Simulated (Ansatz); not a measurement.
PBE exchange is replaced step by step with exact exchange (0 % is PBE, 25 % PBE0; no dispersion term), basis def2-TZVP, Ansatz. System: the cluster Sn₂Se⁺ (the lowest doublet isomer of a short search). Charge 1, multiplicity 2. Geometry: r2SCAN-D4/def2-TZVP, each spin state at its own.

Geometry of the doublet:

```xyz
3

Sn   -1.2083    1.1367   -0.4435
Sn    1.7167   -0.0132   -0.0377
Se   -0.5084   -1.1235    0.4812
```

In the def2 sets Sn takes a core potential; there is no spin–orbit coupling. The structure comes from a short search, and lower isomers may exist.

HOMO and LUMO are taken over both spins.

```
exact exchange (%)  HOMO (eV)  LUMO (eV)  gap (eV)   ⟨S²⟩  quartet − doublet (kJ/mol)
                 0      -9.99      -9.15      0.84  0.753                       202.1
                 5     -10.16      -9.01      1.15  0.754                       201.1
                15     -10.49      -8.72      1.77  0.755                       199.3
                25     -10.83      -8.43      2.40  0.756                       197.7
                35     -11.17      -8.14      3.02  0.757                       196.2
                50     -11.68      -7.71      3.97  0.759                       194.3
```

Estimate the row for 10 %.


```tsv
exact exchange (%)	HOMO (eV)	LUMO (eV)	gap (eV)	⟨S²⟩	quartet − doublet (kJ/mol)
10	-10.32	-8.86	1.46	0.754	200.2
```
